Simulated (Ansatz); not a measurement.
`Sc1ccc(-c2ccc(-c3ccc(S)s3)s2)s1`. Total charge 0; singlet. Geometry PBE-D4/def2-SVP; atoms count from 1.

Cartesian coordinates in Å:
```
S 1.6483 -4.1040 5.2422
C 1.3002 -3.3635 3.6799
C 1.3572 -3.9008 2.4002
C 0.9952 -2.9641 1.3946
C 0.6599 -1.7065 1.8894
C 0.2482 -0.5186 1.1832
C -0.0879 0.7393 1.6853
C -0.4465 1.6718 0.6824
C -0.3934 1.1493 -0.6107
C -0.6846 1.7897 -1.8692
C -0.6341 1.2761 -3.1631
C -0.9936 2.2112 -4.1711
C -1.3227 3.4574 -3.6540
S -1.8170 4.8656 -4.5910
S -1.1908 3.4737 -1.9147
S 0.1130 -0.5289 -0.5653
S 0.7971 -1.6922 3.6429
H 1.9678 -5.3204 4.7202
H 1.6514 -4.9395 2.1965
H 0.9786 -3.1997 0.3210
H -0.0718 0.9709 2.7596
H -0.7407 2.7104 0.8891
H -0.3413 0.2376 -3.3730
H -1.0112 1.9832 -5.2453
H -1.9813 5.7021 -3.5290
```

Single mean-field runs in def2-TZVP are fitted with def2-universal-jkfit.

(1) Estimate the Mulliken populations from the PBE0/def2-TZVP orbitals of Ansatz.

(2) And the Mayer bond orders between heavy atoms (over 0.3)?

## Answers

(1) 
```csv
atom,charge (e)
S1,-0.16
C2,0.02
C3,-0.17
C4,-0.22
C5,0.00
C6,0.12
C7,-0.16
C8,-0.17
C9,0.13
C10,-0.01
C11,-0.21
C12,-0.18
C13,0.03
S14,-0.15
S15,-0.01
S16,-0.02
S17,0.02
H18,0.16
H19,0.13
H20,0.13
H21,0.13
H22,0.13
H23,0.13
H24,0.13
H25,0.16
```
Mulliken values depend strongly on the basis.

(2) S1–C2 1.12 (1.76 Å); C2–C3 1.56 (1.39 Å); C2–S17 1.22 (1.75 Å); C3–C4 1.31 (1.42 Å); C4–C5 1.48 (1.39 Å); C5–C6 1.00 (1.44 Å); C5–S17 1.24 (1.76 Å); C6–C7 1.42 (1.40 Å); C6–S16 1.24 (1.75 Å); C7–C8 1.32 (1.42 Å); C8–C9 1.43 (1.40 Å); C9–C10 0.98 (1.44 Å); C9–S16 1.24 (1.75 Å); C10–C11 1.49 (1.39 Å); C10–S15 1.25 (1.76 Å); C11–C12 1.32 (1.42 Å); C12–C13 1.56 (1.39 Å); C13–S14 1.10 (1.76 Å); C13–S15 1.23 (1.74 Å).
